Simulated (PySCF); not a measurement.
**Electron correlation in Nb⁺ (niobium, charge +1)**

[Kr] 4d3 5s1, high-spin 5F determinant (an excited configuration). Computed with PySCF 2.14 in aug-cc-pVTZ-DK (9s8p6d3f2g, 102 functions), with scalar relativity by spin-free X2C-1e. Frozen: [Kr]; 4 electrons correlated.

| level | correlation energy (mhartree) |
| --- | --- |
| CCSD | -34.02 |
| (T) | -0.50 |
| CCSD(T) | -34.52 |

Diagnostics: T1 = 0.0056, D1 = 0.0141, largest double amplitude 0.018.

Cost of the coupled-cluster step: of the order of 15 core-seconds, for 4 correlated electrons.

Iterations:

```
CC2 = 0
CCSD nocc = (np.int64(4), np.int64(0)), nmo = (84, 84)
frozen orbitals [[0, 1, 2, 3, 4, 5, 6, 7, 8, 9, 10, 11, 12, 13, 14, 15, 16, 17], [0, 1, 2, 3, 4, 5, 6, 7, 8, 9, 10, 11, 12, 13, 14, 15, 16, 17]]
max_cycle = 100
direct = 0
conv_tol = 1e-08
conv_tol_normt = 1e-06
diis_space = 8
diis_start_cycle = 0
Init t2, MP2 energy = -0.0280036722494366
Init E_corr(UCCSD) = -0.0280036722496541
cycle = 1  E_corr(UCCSD) = -0.0326943266655328  dE = -0.00469065442  norm(t1,t2) = 0.0240195
cycle = 2  E_corr(UCCSD) = -0.0336410980666737  dE = -0.000946771401  norm(t1,t2) = 0.00801173
cycle = 3  E_corr(UCCSD) = -0.0340416640037034  dE = -0.000400565937  norm(t1,t2) = 0.00345694
cycle = 4  E_corr(UCCSD) = -0.0340138189034118  dE = 2.78451003e-05  norm(t1,t2) = 0.000664537
cycle = 5  E_corr(UCCSD) = -0.0340179768818676  dE = -4.15797846e-06  norm(t1,t2) = 0.000173409
cycle = 6  E_corr(UCCSD) = -0.034017882670397  dE = 9.42114706e-08  norm(t1,t2) = 3.33977e-05
cycle = 7  E_corr(UCCSD) = -0.0340180074819501  dE = -1.24811553e-07  norm(t1,t2) = 8.21595e-06
cycle = 8  E_corr(UCCSD) = -0.0340179239702347  dE = 8.35117154e-08  norm(t1,t2) = 2.14557e-06
cycle = 9  E_corr(UCCSD) = -0.0340179495799323  dE = -2.56096976e-08  norm(t1,t2) = 4.96687e-07
cycle = 10  E_corr(UCCSD) = -0.0340179434140211  dE = 6.16591118e-09  norm(t1,t2) = 1.38391e-07
UCCSD converged
E(UCCSD) = -3816.943664963342  E_corr = -0.03401794341402112
UCCSD(T) correction = -0.000502838845629696
```
